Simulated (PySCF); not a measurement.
Give a PBE0-D3(BJ)/def2-SVP geometry of `N(C)[SiH2]C(N)=O`.

Z-matrix in Å and degrees, rows numbered from 1:
```
C 
N   1  1.4480
Si  2  1.7431  1  122.13
C   3  1.9266  2  108.20  1   -74.26
N   4  1.3574  3  114.36  2   -15.17
O   4  1.2169  3  121.51  2   165.93
H   1  1.1019  2  109.73  3    40.75
H   1  1.1071  2  114.17  3   -79.44
H   1  1.1026  2  111.22  3   158.54
H   2  1.0145  1  113.27  3   147.98
H   3  1.4918  2  107.02  1   167.85
H   3  1.4953  2  114.93  1    45.43
H   5  1.0141  4  119.95  3  -177.25
H   5  1.0127  4  119.50  3    -1.83
```

Si3 (SiH2 silicon) is distorted tetrahedral (angles from 107.0° to 114.9°). The 2 C–N bonds span 1.357 Å (C4–N5, drawn single) to 1.448 Å (C1–N2, drawn single), a spread of 0.091 Å. Of the pairs four or more bonds apart, N2···H14 is among the closest relative to their van der Waals radii: 2.52 Å, 92 % of the sum of Bondi's values. N2 (silicon-bound nitrogen) has angles 122.1°, 116.7° and 113.3°, sum 352.1°, 0.22 Å off the plane of its three neighbours.

Level of theory: PySCF, PBE0-D3(BJ)/def2-SVP geometry optimisation, gas phase.

Point group: C1 (no symmetry element, even within 0.4 Å). PBE0-D3(BJ)/def2-SVP frequencies: not computed here. One conformer, not necessarily the lowest (C1–N2–Si3–C4 -74°, N2–Si3–C4–N5 -15°).
